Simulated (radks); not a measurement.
Fractional charge and spin in the 5p shell of lanthanum: the spin-up occupation runs from 2 to 3 and the spin-down occupation from 2 to 3; the fullest corner is La2+, [Kr] 4d10 5s2 5d(up 0.5, down 0.5) 5p(up 3, down 3). All-electron calculation, scalar-relativistic Kohn-Sham, PBEsol, spin-polarised, spherical densities, finite nucleus; Fermi nuclear charge, rms radius of each element as measured or else 0.836 A^(1/3) + 0.57 fm. Program: a radial shooting solver on a logarithmic mesh with Libxc functionals. Energy (eV) minus the two flat planes that join the four corners (they meet along the diagonal where the two added fractions sum to one electron); zero is where a piecewise linear energy would lie.

\begin{tabular}{lrrrrr}
down \ up & 2 & 2.25 & 2.5 & 2.75 & 3 \\ \hline
2 & 0.000 & -1.106 & -1.470 & -1.099 & 0.000 \\
2.25 & -1.106 & -1.416 & -0.994 & 0.154 & -1.040 \\
2.5 & -1.470 & -0.994 & 0.205 & -0.940 & -1.381 \\
2.75 & -1.099 & 0.154 & -0.940 & -1.332 & -1.030 \\
3 & 0.000 & -1.040 & -1.381 & -1.030 & 0.000 \\
\end{tabular}

Corners above the fullest one (they belong to La3+ and the next ion): (up 3, down 2) 40.378 eV, (up 2, down 3) 40.378 eV, (up 2, down 2) 92.988 eV. With half an added electron in each spin the energy lies 0.205 eV from the planes, and with half an added electron in spin up alone -1.470 eV. The planes are only a guide here: the flat-plane condition holds for ground states with one frontier orbital, while this shell lies below other occupied shells, so the corners above the fullest one are inner-hole states and not the ground states of those ions.
